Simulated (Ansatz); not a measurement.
`F[B](Cl)[GeH3]`, relaxed with RKS PBE-D4/def2-SVP in Ansatz from a rough embedded geometry. The force threshold is 0.03 eV/Å; the program also tests the step.

Charge 0, multiplicity 1.

Start:

```xyz
7

F    -1.365    1.233    1.420
B    -0.218    1.012    0.468
Cl    0.897    2.426    0.020
Ge    0.078   -0.837   -0.286
H    -0.959   -1.808    0.164
H     1.540   -1.312    0.072
H     0.027   -0.714   -1.860
```

| step | energy (eV) | largest force (eV/Å) | largest move (Å) |
| --- | --- | --- | --- |
| 1 | -72453.4901 | 4.227 | 0.000 |
| 2 | -72454.0001 | 2.294 | 0.137 |
| 3 | -72454.0372 | 1.113 | 0.155 |
| 4 | -72454.0955 | 1.143 | 0.178 |
| 5 | -72454.1572 | 0.148 | 0.114 |
| 6 | -72454.1585 | 0.032 | 0.015 |
| 7 | -72454.1585 | 0.009 | 0.002 |

End:

```xyz
7

F    -1.244    1.298    1.344
B    -0.246    1.056    0.503
Cl    0.812    2.410    0.093
Ge    0.087   -0.827   -0.314
H    -0.949   -1.875    0.167
H     1.509   -1.318    0.069
H     0.031   -0.743   -1.862
```

Hardware: 2 threads of a server CPU on a shared host. Wall time 11 s, peak host memory 0.17 GiB.
